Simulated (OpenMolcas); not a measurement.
**I II: effect of the IPEA shift**

```
Program             : OpenMolcas 26.06
Basis               : ANO-RCC-VTZP [7s6p4d2f1g]
Scalar Hamiltonian  : DKH2, point nucleus
Active space        : 6 electrons in 9 orbitals (RAS2 5s 5p; RAS3 5d, at most 2 electrons)
State averaging     : 2S+1 = 3 even, 3 roots; 2S+1 = 1 even, 6 roots; 2S+1 = 3 odd, 3 roots; 2S+1 = 1 odd, 3 roots
Spin-orbit coupling : RASSI with atomic mean-field integrals over the reference wave functions, term energies averaged over their components
```

Methods on the same reference wave functions:
A. RASSCF
B. SS-RASPT2, IPEA 0 Eh, imaginary shift 0.1 Eh (closed shells correlated: 4d)
C. SS-RASPT2, IPEA 0.25 Eh, imaginary shift 0.1 Eh (closed shells correlated: 4d)

Energies in eV above 5s² 5p⁴ ³P₂, the measured ground level; measured values from NIST Handbook of Basic Atomic Spectroscopic Data.

| Level | A | B | C | Measured |
| --- | --- | --- | --- | --- |
| 5s² 5p⁴ ³P₂ | 0.0000 | 0.0000 | 0.0000 | 0.0000 |
| 5s² 5p⁴ ³P₁ | 0.7523 | 0.766 | 0.766 | 0.8787 |
| 5s² 5p⁴ ³P₀ | 0.7607 | 0.765 | 0.768 | 0.7994 |
| 5s² 5p⁴ ¹D₂ | 1.8295 | 1.665 | 1.667 | 1.7020 |
| 5s² 5p⁴ ¹S₀ | 3.6210 | 3.563 | 3.583 | 3.6577 |
| 5s 5p⁵ ³P°₂ | 10.0877 | 10.415 | 10.464 | 10.1553 |
| 5s 5p⁵ ³P°₁ | 10.6248 | 10.930 | 10.982 | 10.4422 |

Deviations, from unrounded energies. A percentage is the sum of absolute deviations over the sum of measured energies, with the sign that they share, or ± where signs differ.

```json
{"Against measurement": "mean absolute deviation (cm-1)", "Levels": "6", "A": "780", "B": "1400", "C": "1500"}
{"Against measurement": "fine structure of the ground term (%)", "Levels": "2", "A": "-9.8", "B": "-8.7", "C": "-8.6"}
{"Against measurement": "other terms of the ground configuration (%)", "Levels": "2", "A": "±3.1", "B": "-2.5", "C": "-2.1"}
{"Against measurement": "other configurations (%)", "Levels": "2", "A": "±1.2", "B": "+3.6", "C": "+4.1"}
```

A lies closest to measurement on these levels and C furthest from it. The largest miss of A in the table is 5s 5p⁵ ³P°₁, by +1500 cm-1. The ranking rests on the paired levels alone, and a cruder setting can come out closer through cancelling errors.

Between B and C the level of the table that moves most is 5s 5p⁵ ³P°₁, by 420 cm-1 (lowest in B, highest in C). Moves below CASPT2's spread within the term are not significant.

From A to B the spin-free energies of the other terms of 5s² 5p⁴ shown, above ³P, scale by factors of 0.85 to 0.97.

The lowest spin-free term lies below A's lowest term by 0.491 hartree in B, 0.489 hartree in C.

Term energies are means over components that CASPT2 splits; among the terms shown or strongly mixed into the levels shown the widest spread is 46 cm-1 (5s² 5p⁴ ¹D, C). The run also gave levels led by 5s² 5p³ 5d, which use shells meant for correlation; these and all levels above them are left out. Some terms mix strongly with configurations of 5d, whose occupation reaches 0.27 (5s 5p⁵ ³P°). Computed and measured levels are paired by configuration, term and J; levels that our copy of the source lacks, or whose pairing is in doubt (as where it misses far off the trend of its configuration), stay unpaired and out of the deviations. Only configurations of the active space appear. The table leaves out levels that lie high or whose names do not pair safely across all columns.

° marks odd parity.
